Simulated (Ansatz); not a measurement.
F2Si, singlet, geometry from GFN2-xTB of the parent state; CAM-B3LYP/3-21G (Ansatz, a quantum-chemistry and plane-wave program).

Ansatz was given this input:
Ansatz 0.2 input:
```yaml
crystal:
  periodic: [false, false, false]
  atoms:
    - {symbol: Si, position_ang: [-0.03269801, -0.01543688, 0.55306998]}
    - {symbol: F, position_ang: [1.10572363, -0.70625359, -0.38634522]}
    - {symbol: F, position_ang: [-1.05486006, 0.73026650, -0.47398585]}
basis:
  gaussian:
    orbitals: 3-21G.json
hamiltonian:
  xc: cam_b3lyp
```
The basis file holds 3-21G in the JSON format of the Basis Set Exchange.

What the program printed (banner, timings and long lists left out):

```
Functional definition: CAM-B3LYP
323 factors; integrals over basis functions are off by at most 1.5e-4 eV
136 factors; integrals over basis functions are off by at most 9.0e-7 eV
mean field evaluation 1: about -13237.6853 eV, gradient 4.1e1 eV
mean field evaluation 2: about -13236.0804 eV, gradient 5.6e1 eV
mean field evaluation 4: about -13240.3815 eV, gradient 8.2e-1 eV
mean field evaluation 8: about -13240.3850 eV, gradient 2.8e-2 eV
mean field -13240.38496574 eV, -486.5751728357 hartree, gradient 5.2e-5 eV, S^2 0.000000; 0 other end points of the search recorded, 0 dependent functions left out
reference -13240.38504299 eV, -486.5751756745 hartree; 16, 16 occupied and 15, 15 virtual orbitals, 323 factors
Total energy: -13240.38504299 eV, -486.5751756745 hartree
```
